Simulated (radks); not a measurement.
Species: Ti+. Configuration: [Ar] 3d2 4s1.

Calculated with a radial shooting solver on a logarithmic mesh with Libxc functionals: non-relativistic Kohn-Sham, AM05, spin-polarised, spherical densities, point nucleus; open shells are filled with parallel spins first.

Energy parts (Ry):
total: -1694.40439
kinetic: 1692.22286
electron-nucleus: -4006.11699
Hartree: 699.21853
exchange-correlation: -79.72878

Orbitals (lengths in bohr, moments of r in powers of bohr; <r^-3> diverges for s and p1/2; r(90%) holds 90 % of the orbital's charge):
| orbital | occ. | eigenvalue (Ry) | <r> | <r^-3> | r(90%) |
|---|---|---|---|---|---|
| 1s up | 1 | -355.1545 | 0.07028 | - | 0.125 |
| 1s down | 1 | -355.1522 | 0.07028 | - | 0.125 |
| 2s up | 1 | -39.46681 | 0.3284 | - | 0.510 |
| 2s down | 1 | -39.41908 | 0.3280 | - | 0.509 |
| 2p up | 3 | -33.08649 | 0.2914 | 257.2 | 0.479 |
| 2p down | 3 | -33.04955 | 0.2910 | 257.7 | 0.478 |
| 3s up | 1 | -5.10544 | 1.016 | - | 1.52 |
| 3s down | 1 | -4.97009 | 1.015 | - | 1.52 |
| 3p up | 3 | -3.42692 | 1.089 | 29.65 | 1.68 |
| 3p down | 3 | -3.28963 | 1.088 | 29.59 | 1.68 |
| 3d up | 2 | -0.90135 | 1.503 | 2.053 | 2.62 |
| 4s up | 1 | -0.79967 | 3.136 | - | 4.61 |
| 3d down | 0 | -0.75499 | 1.512 | 2.063 | 2.65 |

The highest occupied level is 4s up at -10.880 eV. Virial ratio -V/T = 2.00129. Summed over all electrons, <r^2> = 28.70 bohr^2, which gives a Langevin (diamagnetic) susceptibility term of -22.7 x 10^-6 cm^3/mol. The electron density at the nucleus is 7107 e/bohr^3. The density falls to 0.001 e/bohr^3 at r = 4.16 bohr. The spin density at the nucleus is 3.462 e/bohr^3 (1s 0.030, 2s -0.527, 3s 0.124, 4s 3.836), a Fermi contact field of 182 T.
